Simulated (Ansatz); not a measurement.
Cl₂FY, SMILES `[F][Y]([Cl])[Cl]`, 4 atoms. The species carries charge 0 and has multiplicity 1. Correlated methods include outer-core shells of Y, which these sets cover unevenly. Y takes the def2 core potential. All runs use 4 threads of an Arm Neoverse V2 on a shared host. Correlated methods freeze the cores. Open-shell runs search over several starts.

Q: Give the basis size and wall time and peak host memory of each of these runs in Ansatz. RKS PBE0-D4/def2-SVP energy; UKS ωB97X-V/def2-TZVPP energy of the cation; UKS r2SCAN-D4/def2-TZVPP energy of the cation; UKS B3LYP-D4/def2-TZVPP energy of the cation; RHF-CCSD(T)/def2-SVP energy; RKS BHLYP-D4/def2-TZVPP energy; RKS PBE0-D4/def2-TZVP frequencies; RKS ωB97M-V/def2-SVP energy; UKS ωB97M-V/def2-TZVPP energy of the cation; UKS PBE-D4/def2-TZVPP energy of the cation; RKS PBE0-D4/def2-TZVP relaxation (4 steps); RKS LC-ωPBE/def2-TZVPP energy. (Best estimate.)

A: The calculation gave: Other jobs shared the machine, so times are rough.

| level | job | functions | wall time | peak host memory (GiB) |
| --- | --- | --- | --- | --- |
| RKS PBE0-D4/def2-SVP | energy | 81 | 0.85 s | 0.34 |
| RHF-CCSD(T)/def2-SVP | energy | 81 | 0.95 s | 0.34 |
| RKS LC-ωPBE/def2-TZVPP | energy | 171 | 1.5 s | 0.34 |
| RKS BHLYP-D4/def2-TZVPP | energy | 171 | 1.6 s | 0.38 |
| RKS ωB97M-V/def2-SVP | energy | 81 | 3.8 s | 0.34 |
| RKS PBE0-D4/def2-TZVP | relaxation (4 steps) | 145 | 7 s | 0.33 |
| RKS PBE0-D4/def2-TZVP | frequencies | 145 | 16 s | 0.34 |
| UKS PBE-D4/def2-TZVPP | energy of the cation | 171 | 18 s | 0.45 |
| UKS B3LYP-D4/def2-TZVPP | energy of the cation | 171 | 27 s | 0.74 |
| UKS ωB97X-V/def2-TZVPP | energy of the cation | 171 | 33 s | 0.96 |
| UKS ωB97M-V/def2-TZVPP | energy of the cation | 171 | 39 s | 1 |
| UKS r2SCAN-D4/def2-TZVPP | energy of the cation | 171 | 54 s | 0.54 |

B3LYP here is the variant with VWN-RPA as its local correlation; programs differ in this. LC-ωPBE has ω = 0.4 bohr⁻¹.
